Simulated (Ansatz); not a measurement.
One change: `B[O][AlH][BH2]` becomes `[BH2][AlH][O][SiH2]C`.

Ansatz, PBE0-D4/def2-TZVP geometries, multiplicity 1. Each molecule was computed in one conformer, which needn't be the lowest.

```csv
property,`B[O][AlH][BH2]`
HOMO energy (PBE/def2-TZVPP) / eV,-6.50
HOMO energy (PBE0/def2-TZVPP) / eV,-7.73
size of the dipole moment (PBE/def2-TZVPP) / D,1.51
LUMO energy (PBE/def2-TZVPP) / eV,-3.68
HOMO energy (B3LYP/def2-TZVPP) / eV,-7.54
HOMO–LUMO gap (ωB97M-V/def2-TZVPP) / eV,9.21
```

(1) Give the same properties after the change, and the shifts. (Best estimate.)

## Answers

(1) Ansatz gave: 
| property | `[BH2][AlH][O][SiH2]C` | shift |
| --- | --- | --- |
| HOMO energy (PBE/def2-TZVPP) / eV | -6.18 | 0.32 |
| HOMO energy (PBE0/def2-TZVPP) / eV | -7.38 | 0.35 |
| size of the dipole moment (PBE/def2-TZVPP) / D | 0.51 | -1.00 |
| LUMO energy (PBE/def2-TZVPP) / eV | -3.47 | 0.21 |
| HOMO energy (B3LYP/def2-TZVPP) / eV | -7.20 | 0.34 |
| HOMO–LUMO gap (ωB97M-V/def2-TZVPP) / eV | 9.04 | -0.17 |

With PBE0 the HOMO rises by 0.35 eV and the LUMO rises by 0.18 eV, so the gap narrows by about 0.17 eV. PBE moves the HOMO by 0.32 eV and ωB97M-V by 0.33 eV. Dipoles are sizes alone; their direction can turn.

B3LYP here is the variant with VWN-RPA as its local correlation; programs differ in this.
